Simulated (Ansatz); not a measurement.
Cost and result for the atomization energy of C2H8ClNSi, SMILES `CC(Cl)[SiH2]N` (13 atoms, 12 bonds).

```xyz
13

C    -0.8127    1.3322    0.6414
C    -0.2259    0.7861   -0.6406
Cl    1.4008    1.5171   -0.9360
Si    0.0479   -1.0884   -0.6517
N     1.1362   -1.6425    0.5455
H    -0.2017    1.0518    1.5023
H    -1.8175    0.9236    0.7872
H    -0.8864    2.4217    0.6174
H    -0.8302    1.0857   -1.5005
H     0.5458   -1.4401   -2.0044
H    -1.2643   -1.7389   -0.3805
H     2.0950   -1.3354    0.5505
H     0.8130   -1.8728    1.4695
```

Charge 0, multiplicity 1. Geometry: relaxed with PBE0-D4/def2-TZVP. It is one conformer, not always the lowest. Program: Ansatz. All runs use 4 threads of an Arm Neoverse V2 on a shared host. Times are those of one run each, without the atoms' runs, and a repeat can differ threefold. Electronic energies, without spin–orbit coupling; frozen cores. CCSD(T)/CBS adds CCSD(T) − MP2 in def2-TZVPP to the MP2 limit, and its time is that of the two runs behind it. T1 = 0.010. B3LYP takes the VWN-RPA correlation (the form of Gaussian; ORCA's B3LYP/G).

CCSD(T)/CBS is a level of theory with its own doubt, some kJ/mol a heavy atom from the limit and from the frozen cores, so smaller differences don't rank the functionals.

| level | functions | wall time |
| --- | --- | --- |
| PBE-D4/def2-TZVPP (with forces) | 289 | 2.8 s |
| PBE0-D4/def2-TZVPP | 289 | 3.3 s |
| r2SCAN-D4/def2-TZVPP (with forces) | 289 | 5.5 s |
| B3LYP-D4/def2-TZVPP (with forces) | 289 | 5.5 s |
| B2PLYP/def2-TZVPP | 289 | 6.5 s |
| ωB97X-V/def2-TZVPP | 289 | 8.5 s |
| ωB97M-V/def2-TZVPP (with forces) | 289 | 13 s |
| MP2/def2-QZVPP | 551 | 26 s |
| CCSD(T)/def2-TZVPP | 289 | 3.6 min |
| CCSD(T)/CBS(def2) | – | 4 min |

(1) What atomization energy does each give, and how far from CCSD(T)/CBS? (Estimate.)

Answers

(1) Computed: 
```tsv
level	atomization (kcal/mol)	difference from CCSD(T)/CBS	per bond
PBE-D4/def2-TZVPP (with forces)	1110.0	13.4	1.1
PBE0-D4/def2-TZVPP	1096.3	-0.3	0.0
r2SCAN-D4/def2-TZVPP (with forces)	1094.8	-1.8	-0.2
B3LYP-D4/def2-TZVPP (with forces)	1096.0	-0.6	0.0
B2PLYP/def2-TZVPP	1082.2	-14.4	-1.2
ωB97X-V/def2-TZVPP	1100.5	3.9	0.3
ωB97M-V/def2-TZVPP (with forces)	1100.4	3.8	0.3
MP2/def2-QZVPP	1094.8	-1.8	-0.2
CCSD(T)/def2-TZVPP	1066.6	-30.0	-2.5
CCSD(T)/CBS(def2)	1096.6	0.0	0.0
```

From PBE to PBE0 (25 % exact exchange), in def2-TZVPP and without D4, the atomization energy moves by −12.6 kcal/mol: exact exchange takes away binding that semilocal exchange gives to molecules. In def2-TZVPP, CCSD(T) changes the Hartree–Fock value by +266.2 kcal/mol (the triples alone add +14.5 kcal/mol) and MP2 by +276.6 kcal/mol; breaking electron pairs costs correlation energy, which Hartree–Fock lacks. The D4 term adds +11.6 kcal/mol with B3LYP and +6.1 kcal/mol with PBE0; it sums over pairs of atoms, weighted by their polarisabilities, and B3LYP, whose exchange is more repulsive, gets the larger term.
